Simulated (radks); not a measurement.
Values are calculated unless marked as measured or tabulated.
Task: Ionisation of the copper ion Cu+, [Ar] 3d10, to [Ar] 3d9 as the strength of local exchange is varied. Level of theory: scalar-relativistic Kohn-Sham, Slater X-alpha exchange (alpha = 2/3 is LDA exchange), no correlation, spin-polarised, spherical densities, finite nucleus; Fermi nuclear charge, rms radius 3.8823 fm (a radial shooting solver on a logarithmic mesh with Libxc functionals).

alpha  E(Cu+) (hartree)  exchange (hartree)  IE (eV)  -e of the level emptied (eV)  <r> of it (bohr)
0.729       -1655.25903           -68.23692   21.051                   13.588 (3d)             1.004
0.809       -1662.77188           -76.10692   22.603                   14.901 (3d)            0.9819
0.896       -1670.98493           -84.75027   24.382                   16.426 (3d)            0.9589
0.974       -1678.38621           -92.57415   26.059                   17.881 (3d)            0.9395
x           -1649.46258           -62.18925   19.903                   12.630 (3d)             1.023

Which alpha was used in the last row?

Result: alpha = 0.667. NIST Atomic Spectra Database: 20.292 eV (measured). The Delta-SCF value meets it near alpha = 0.69. Open shells are spherical and high-spin; term and fine-structure splittings are not resolved.
